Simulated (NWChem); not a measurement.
The numbers come from NWChem runs, not from measurements. System: trisilylamine (H$_{9}$NSi$_{3}$), charge 0, spin multiplicity 1, at a geometry optimised with B3LYP/def2-SVP. Level: G0W0@B3LYP/def2-TZVP, RI basis def2-tzvp-rifit, VWN1-RPA local correlation.

Input file:

```
start mol
memory heap 200 mb stack 700 mb global 1700 mb
geometry units angstroms nocenter noautoz
  Si    -0.488285    -1.694835     0.000000
  N      0.066896    -0.018077     0.000000
  Si     0.234097     0.850129     1.528937
  Si     0.234097     0.850129    -1.528937
  H      0.025168    -2.377071     1.221737
  H     -1.979507    -1.805424     0.000000
  H      0.025168    -2.377071    -1.221737
  H      0.689664    -0.101319     2.582051
  H      1.232955     1.943368     1.360251
  H     -1.051534     1.463032     1.984577
  H     -1.051534     1.463032    -1.984577
  H      1.232955     1.943368    -1.360251
  H      0.689664    -0.101319    -2.582051
  symmetry group Cs
end
basis spherical
  * library def2-tzvp
end
basis "ri basis" bse spherical
  * library def2-tzvp-rifit
end
dft
  xc b3lyp
  iterations 100
  direct
  tolerances tight
end
task dft energy
gw
  method cdgw
  states alpha occ 4 vir 2
end
task dft gw
```

NWChem printed:

```
             Northwest Computational Chemistry Package (NWChem) 7.3.0
             --------------------------------------------------------

                                NWChem Input Module
                                -------------------

 Scaling coordinates for geometry "geometry" by  1.889725989
 (inverse scale =  0.529177249)

 Turning off AUTOSYM since
 SYMMETRY directive was detected!

                             Geometry "geometry" -> ""
                             -------------------------

 Output coordinates in angstroms (scale by  1.889725989 to convert to a.u.)

  No.       Tag          Charge          X              Y              Z
 ---- ---------------- ---------- -------------- -------------- --------------
    1 Si                  14.0000    -0.48828500    -1.69483500     0.00000000
    2 N                    7.0000     0.06689600    -0.01807700     0.00000000
    3 Si                  14.0000     0.23409700     0.85012900     1.52893700
    4 Si                  14.0000     0.23409700     0.85012900    -1.52893700
    5 H                    1.0000     0.02516800    -2.37707100     1.22173700
    6 H                    1.0000    -1.97950700    -1.80542400     0.00000000
    7 H                    1.0000     0.02516800    -2.37707100    -1.22173700
    8 H                    1.0000     0.68966400    -0.10131900     2.58205100
    9 H                    1.0000     1.23295500     1.94336800     1.36025100
   10 H                    1.0000    -1.05153400     1.46303200     1.98457700
   11 H                    1.0000    -1.05153400     1.46303200    -1.98457700
   12 H                    1.0000     1.23295500     1.94336800    -1.36025100
   13 H                    1.0000     0.68966400    -0.10131900    -2.58205100

 Effective nuclear repulsion energy (a.u.)     288.2980288071

            Nuclear Dipole moment (a.u.)
            ----------------------------
        X                 Y               Z
 ---------------- ---------------- ----------------
    -0.0000056692    -0.0000396842     0.0000000000

      Symmetry information
      --------------------
[...]
        -140.487298767526         638.922941765422          -0.000000000000
           0.000000000000          -0.000000000000         597.900717747261

     Multipole analysis of the density
     ---------------------------------

     L   x y z        total         alpha         beta         nuclear
     -   - - -        -----         -----         ----         -------
     0   0 0 0     -0.000000    -29.000000    -29.000000     58.000000

     1   1 0 0      0.037674      0.018840      0.018840     -0.000006
     1   0 1 0     -0.010588     -0.005274     -0.005274     -0.000040
     1   0 0 1     -0.000000     -0.000000     -0.000000      0.000000

     2   2 0 0    -39.264973    -46.462727    -46.462727     53.660482
     2   1 1 0      0.209046    -39.497730    -39.497730     79.204507
     2   1 0 1     -0.000000     -0.000000     -0.000000     -0.000000
     2   0 2 0    -38.583436   -174.397774   -174.397774    310.212112
     2   0 1 1      0.000000      0.000000      0.000000     -0.000000
     2   0 0 2    -38.559353   -185.961011   -185.961011    333.362669

 Task  times  cpu:       36.1s     wall:       36.1s

                                NWChem Input Module
                                -------------------

                                 NWChem GW Module
                                 ----------------

                             ***********************
                             ***        GW       ***
                             ***********************

 Summary of "ri basis" -> "ri basis" (spherical)
 ------------------------------------------------------------------------------
       Tag                 Description            Shells   Functions and Types
 ---------------- ------------------------------  ------  ---------------------
 Si                     def2-tzvp-rifit             29      113   9s7p6d5f2g
 N                      def2-tzvp-rifit             22       76   8s6p4d3f1g
 H                      def2-tzvp-rifit              7       15   4s2p1d

                 Memory Information
                 ------------------
          Available GA per process is          1699.7 MBs
          Available stack per process is        700.0 MBs
          Available heap per process is           1.1 MBs

          Peak memory in Initialization
              Peak GA per process is                 28.1 MBs
              Peak stack per process is               0.4 MBs
              Peak heap per process is               29.0 MBs
              Memory not in MA per process            0.0 MBs

          Peak memory in CDGW Calculation
              Peak GA per process is                 33.0 MBs
              Peak stack per process is               4.6 MBs
              Peak heap per process is                4.7 MBs
              Memory not in MA per process            0.0 MBs

          Computing 2-center integrals
          Computing Inverse Cholesky factor
          Computing 3-center integrals
          Computing Vxc

          Computing Sigma_x
          Computing W(iw) on the imaginary grid
          Solving quasiparticle equations

                  Alpha Orbitals
          State     Energy (eV)     Error (eV)
          -----------------------------------
@GW        26        -11.809           0.002
@GW        27        -11.807           0.002
@GW        28        -11.632           0.002
@GW        29         -9.470           0.002
@GW        30          1.324           0.005
@GW        31          2.329           0.004

     GW Timing Statistics
   ------------------------
   Init.   :          0.1s
     ERIs  :          3.2s
     Distr.:          0.1s
     Vxc   :          4.0s
   Vmo     :          0.0s
   iW      :          6.6s
   I_n     :          0.0s
   R_n     :          1.1s
   GW total:         15.1s

 Task  times  cpu:       15.1s     wall:       15.1s

 Total times  cpu:       51.2s     wall:       51.2s
```
